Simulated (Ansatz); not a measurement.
# How basis sets differ on C2H4BClO2 (SMILES CC(=O)OBCl)

C2H4BClO2 has 10 atoms, charge 0, and is taken as a singlet. As SMILES, `CC(=O)OBCl`. The shape is that of a PBE0-D4/def2-TZVP optimisation. This is one conformer, not always the lowest.

| atom | x (Å) | y (Å) | z (Å) |
| --- | --- | --- | --- |
| C | 0.2150 | -1.6566 | -0.1560 |
| C | 0.5857 | -0.2309 | 0.0735 |
| O | 1.6850 | 0.2236 | 0.1055 |
| O | -0.5417 | 0.5342 | 0.2921 |
| B | -0.5478 | 1.8824 | 0.1067 |
| Cl | -1.9820 | 2.7377 | 0.6126 |
| H | -0.4479 | -1.7304 | -1.0205 |
| H | -0.3417 | -2.0290 | 0.7064 |
| H | 1.1110 | -2.2512 | -0.3129 |
| H | 0.3475 | 2.4691 | -0.4044 |

Each level gives the dipole moment (D). The values are calculated.

```csv
level,kind,program,value (D),CPU time
HF/STO-3G,Hartree–Fock,Ansatz,2.73,0.79 s
HF/3-21G,Hartree–Fock,Ansatz,2.97,1.3 s
HF/def2-SVP,Hartree–Fock,Ansatz,2.49,4.4 s
HF/6-311+G**,Hartree–Fock,Ansatz,2.61,11 s
```

The values span 2.49 to 2.97 D. Sets without polarisation functions give poor dipoles. CPU times are rough (shared hosts, several kinds of processor): they show what a rung costs within a factor of a few.
